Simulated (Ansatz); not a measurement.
## Pulling the pair apart

The pair of Br⁻ (SMILES [Br-], atom 1) and CH2O (SMILES C=O, atoms 2–5), both closed shells, in one local arrangement (a lower one may exist), relaxed at PBE0-D4/def2-TZVPD:

```csv
atom,x (Å),y (Å),z (Å)
Br1,0.2699,0.0686,-2.4661
C2,-0.0657,-0.0166,0.6100
O3,-1.0110,-0.3622,1.2782
H4,0.7296,-0.7150,0.3004
H5,0.0771,1.0252,0.2775
```

CH2O is shifted rigidly along the line between the mean atom positions of the two fragments (negative: closer). Counterpoise interaction energies in kcal/mol. Computed with Ansatz 0.2.0 (basis: def2-TZVPPD); correlated methods freeze the cores. Filled d shells of the heavier atoms are correlated. The def2 sets are not built for correlating such inner shells, so the correlated values are less sure here.

| shift (Å) | PBE0-D4 | wB97M-V | r2SCAN-D4 |
| --- | --- | --- | --- |
| -0.31 | -9.98 | -7.97 | -10.46 |
| -0.15 | -11.28 | -9.80 | -11.77 |
| 0.00 | -11.62 | -10.51 | -12.08 |
| 0.15 | -11.40 | -10.56 | -11.82 |
| 0.37 | -10.63 | -10.03 | -10.95 |
| 0.77 | -8.79 | -8.40 | -8.93 |
| 1.55 | -5.86 | -5.68 | -5.81 |
| 3.10 | -3.02 | -2.97 | -2.94 |

(1) What does CCSD(T) give at these shifts? (Judge from chemistry; the value comes from the calculation.)

The T1 diagnostic stays at or below 0.013.

Answers

(1) By the calculation: -6.06, -8.17, -9.14, -9.41, -9.15, -7.86, -5.41, -2.85 kcal/mol. For zero shift, CCSD(T) at an estimated basis limit (MP2 extrapolated from triple and quadruple zeta, plus CCSD(T) − MP2 in triple zeta) gives -10.28 kcal/mol. These are counterpoise interaction energies, counted from the two frozen fragments.

For scale, one of the runs: CCSD(T)/def2-TZVPPD, 168 basis functions, launched by `ansatz run in.yaml --threads 2 --pin off --events-out ev --progress --plain --max-ram 5222MiB`. Hardware: 2 CPU threads of an Intel Xeon Platinum 8488C, shared host. Wall time 45 s; peak host memory 1.4 GiB.
